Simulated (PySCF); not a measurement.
C3H3Cl2F3

C3H3Cl2F3 is a molecule drawn to mimic a surface site (built as: C site whose three back bonds go to CH3, Cl, Cl; end group CF3), neutral, singlet. The structure, one conformer, was relaxed in the gas phase by PBE0-D3(BJ)/def2-SVP. No frequency run checks that it is a minimum.

SMILES: CC(Cl)(Cl)C(F)(F)F

```
atom   x (Å)   y (Å)   z (Å)
  C1   0.189   0.526  -0.106
  C2  -1.292   0.241  -0.016
 Cl3   0.663   1.710   1.138
 Cl4   0.597   1.155  -1.722
  C5   1.029  -0.749   0.122
  F6   0.716  -1.666  -0.790
  F7   2.327  -0.511   0.049
  F8   0.761  -1.260   1.322
  H9  -1.533  -0.152   0.980
 H10  -1.851   1.170  -0.185
 H11  -1.573  -0.495  -0.782
```

Shieldings: GIAO PBE0/pcSseg-1. Shifts are against computed references at the same level: C TMS (σ 184.4 ppm), H TMS (σ 31.27 ppm). Core levels by delta-SCF with SCAN, pcX-2 on the ionised atom and pcseg-1 elsewhere, spin-free X2C (2p3/2 is the spin-free 2p value less a third of a first-order spin-orbit splitting); from the vacuum level, for chosen atoms.

(1) Give the NMR and core-level values of the distinct atoms.

(2) Which of C1, C2, C5 holds its core electrons tightest, and by how much against the loosest?

(3) By CAM-B3LYP/def2-SVPD (TDDFT singlets, Tamm-Dancoff triplets, ionisation by delta-SCF), where does absorption start, and what does vertical ionisation take?

Results:

(1) 
| atoms | bonded to | σ (ppm) | δ (ppm) | core level (eV) |
| --- | --- | --- | --- | --- |
| C1 | 2 C + 2 Cl | 89.2 | 95.2 | 1s 294.72 |
| C2 | 1 C + 3 H | 151.5 | 32.9 | 1s 291.92 |
| Cl3 Cl4 | 1 C | 625.5 | - | 2p3/2 206.73 |
| C5 | 1 C + 3 F | 56.3 | 128.1 | 1s 298.84 |
| F6 F8 | 1 C | 272.4 | - | 1s 694.50 |
| F7 | 1 C | 270.3 | - | - |
| H9 H10 H11 | 1 C | 29.22 | 2.05 | - |

Values are those of this one static structure, with the three H of a rotating XH3 group averaged; atoms that internal rotation interchanges would show their mean in an NMR spectrum.

(2) C5 (bonded to 1 C + 3 F), by 6.92 eV over C2 (bonded to 1 C + 3 H).

(3) The lowest singlet lies at 7.01 eV (f 0.015), the lowest triplet at 6.24 eV; vertical ionisation takes 11.58 eV.
